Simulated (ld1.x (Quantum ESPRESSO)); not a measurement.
Tc: excitation energies, all-electron against TM

| Quantity | Value |
| --- | --- |
| Element | technetium (Tc) |
| Generator | ld1.x (Quantum ESPRESSO) 7.5 |
| Type | norm-conserving Troullier–Martins (Kleinman–Bylander form) |
| Functional | PBE |
| Relativity | scalar-relativistic |
| Frozen core | [Kr] |
| Valence charge | 7 |
| Reference configuration | 4d6 5s1 5p0 |
| Partial waves | 5s (bound): rc 2.45 bohr; 5p (bound, empty): rc 3.40 bohr; 4d (bound): rc 2.35 bohr |
| Local potential | all-electron potential smoothed inside 3.00 bohr (lloc = -1) |
| Core correction | Bessel-smoothed model core inside 1.15 bohr |

Energies are relative to the spin-unpolarised reference configuration 4d6 5s1 5p0; without spin polarisation the order of configurations can differ from experiment.

```json
{"valence configuration": "4d5 5s2 5p0", "charge": "0", "ΔE all-electron (eV)": "0.939", "error AE − PS (meV)": "-74"}
{"valence configuration": "4d5 5s1 5p0", "charge": "+1", "ΔE all-electron (eV)": "9.092", "error AE − PS (meV)": "-51"}
{"valence configuration": "4d5 5s1 5p1", "charge": "0", "ΔE all-electron (eV)": "4.694", "error AE − PS (meV)": "-81"}
{"valence configuration": "4d4 5s2 5p0", "charge": "+1", "ΔE all-electron (eV)": "12.582", "error AE − PS (meV)": "-239"}
{"valence configuration": "4d5.5 5s1.5 5p0", "charge": "0", "ΔE all-electron (eV)": "0.305", "error AE − PS (meV)": "-17"}
```

Task: What are ΔE and the potential's error for 4d5 5s0 5p0?

Result: ΔE = 23.944 eV all-electron; the error (AE − PS) is -89 meV.

Task: What are ΔE and the potential's error for 4d3 5s0 5p0?

Result: ΔE = 94.685 eV all-electron; the error (AE − PS) is -1345 meV.

Levels in the configuration 4d4 5s2 5p0:

| level | all-electron (eV) | pseudo (eV) |
| --- | --- | --- |
| 4d | -16.960 | -17.139 |
| 5s | -12.655 | -12.606 |
